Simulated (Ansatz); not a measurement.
`C[Se][In]([F])[F]` + `[SiH3][SeH]` → `C[Se][Se][SiH3]` + `[F][InH][F]` at 500 K and 1 bar (ligand exchange at the Se–In bond).

Isolated molecules relaxed with PBE0-D4/def2-TZVP in Ansatz; ΔE leaves out vibrations. CCSD(T)/CBS is the MP2 limit (def2-TZVPP, def2-QZVPP) plus CCSD(T) − MP2 in def2-TZVPP, frozen cores. Elements past krypton have def2 core potentials. For In, Se outer-core shells are correlated without core-valence functions, which leaves a few kJ/mol of doubt a bond. Scalar relativity is left out up to krypton. One conformer a species, not always the lowest.

```csv
species,CCSD(T)/CBS energy (Eh),H − E (kJ/mol),S (J/(mol·K))
`C[Se][In]([F])[F]`,-2830.05920,157.3,467.9
`[SiH3][SeH]`,-2692.20088,115.2,325.5
`C[Se][Se][SiH3]`,-5132.18229,216.4,444.8
`[F][InH][F]`,-390.04654,52.1,326.1
```

H − E and S are ideal-gas, rigid-rotor, harmonic terms from PBE0-D4/def2-TZVP, for one conformer and one mirror image of each species. 1 Eh = 2625.50 kJ/mol, R = 8.31446 J/(mol·K).

Question: By hand: ΔE, ΔH, ΔS and ΔG.

Answer: ΔE = (-5132.18229) + (-390.04654) − (-2830.05920) − (-2692.20088) = 0.03125 Eh = 82.0 kJ/mol. Δ(H − E) = 216.4 + 52.1 − 157.3 − 115.2 = -4.0, so ΔH = 78.0 kJ/mol. ΔS = 444.8 + 326.1 − 467.9 − 325.5 = -22.5 J/(mol·K). ΔG = 78.0 − 500 × (-22.5)/1000 = 89.2 kJ/mol.

Question: By hand: the equilibrium constant, and the temperature at which ΔG would vanish if ΔH and ΔS stayed fixed.

Answer: log₁₀ K = −ΔG/(RT ln 10) = -9.3. ΔH and −TΔS have one sign here, so there is no such temperature.

ΔH outweighs TΔS. A doubt of 5 kJ/mol in ΔE shifts log₁₀ K by 0.5 here. Other conformers and mirror images would add mixing entropy, several J/(mol·K) or more a flexible species. Modes under 60 cm⁻¹, often nearly free rotors, make the harmonic entropy too high. These are equilibria of isolated gas molecules and say nothing of rates. Largest T1 diagnostic: 0.017 (customary marks: 0.02 for closed shells, 0.045 for open ones).
